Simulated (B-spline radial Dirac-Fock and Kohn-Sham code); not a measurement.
Free-atom binding energies and absorption edges of Ca

Calculated with an atomic code on a B-spline grid, using Dirac-Fock (average of configuration) total-energy differences with a finite nucleus, the Breit interaction including its frequency dependence, and self-energy and vacuum-polarisation corrections. The model has no electron correlation.

Input file task.json (cfg lists n, l and occupation; rrms is the nuclear radius in fm):

```json
{"items": [{
  "Z": 20,
  "q": 0,
  "cfg": [[1, 0, 2], [2, 0, 2], [2, 1, 6], [3, 0, 2], [3, 1, 6], [4, 0, 2]],
  "A": 40,
  "rrms": 3.4776,
  "do": ["binding"],
  "screen": [4, 1]
}]}
```

Command: `python xray_run.py task.json out`

Two models are given for [Ar] 4s2. In the first the electron is removed to infinity. In the second it is placed in the 4p shell, so that the atom stays neutral; this mimics a hole screened by valence charge, or the onset of absorption below the ionisation limit. The tabulated edges (Elam, Ravel and Sieber, Radiat. Phys. Chem. 63, 121 (2002)) refer to the element in its standard state, with the Fermi level as zero for a metal.

```tsv
level	ionised (eV)	screened (eV)	tabulated (eV)	ionised − table	screened − table
K	4047.7	4043.0	4038.5	+9.2	+4.5
L1	450.0	445.3	438.4	+11.6	+6.9
L2	360.6	356.0	349.7	+10.9	+6.3
L3	357.1	352.5	346.2	+10.9	+6.3
M1	58.77	54.25	44.30	+14.5	+10.0
M2	34.00	29.53	25.40	+8.6	+4.1
M3	33.62	29.15	25.40	+8.2	+3.8
```

The screened model lies closer: the mean absolute deviations are 10.5 eV (ionised) and 6.0 eV (screened). Screening lowers the levels by 4.6 eV on average.
